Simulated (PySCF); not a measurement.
How methods differ on the ionisation energy of Tc(25+)

Tc(25+) [Ar] → Tc(26+) [Ne] 3s2 3p5 [3p1/2^2 3p3/2^3, M_J = 3/2], as a difference of total energies. Computed with PySCF 2.14 in an even-tempered Gaussian basis (19 s from 3.5 bohr⁻², ratio 2.4; 14 p from 4.5 bohr⁻², ratio 2.4; 5 d from 20 bohr⁻², ratio 2.6; 4 f from 30 bohr⁻², ratio 2.6), with the two-component X2C-1e Hamiltonian. Correlated levels: 1s2 frozen; the 56 highest virtual spinors dropped. "Screened" scales the spin-orbit matrix elements by Boettger's factors to mimic the two-electron term; Breit and QED terms are absent.

```json
{"method": "GHF (spin-free)", "ionisation energy (eV)": "1362.7"}
{"method": "GMP2 (spin-free)", "ionisation energy (eV)": "1363.5"}
{"method": "GHF (screened spin-orbit)", "ionisation energy (eV)": "1354.1"}
{"method": "GMP2 (screened spin-orbit)", "ionisation energy (eV)": "1354.9"}
```

Breit and QED terms and the two-electron picture change are absent.

The spin-free rows lack the spin-orbit shift.

For comparison: 1354 ± 4 eV (semi-empirical (NIST evaluation); NIST Atomic Spectra Database, ionization energies).
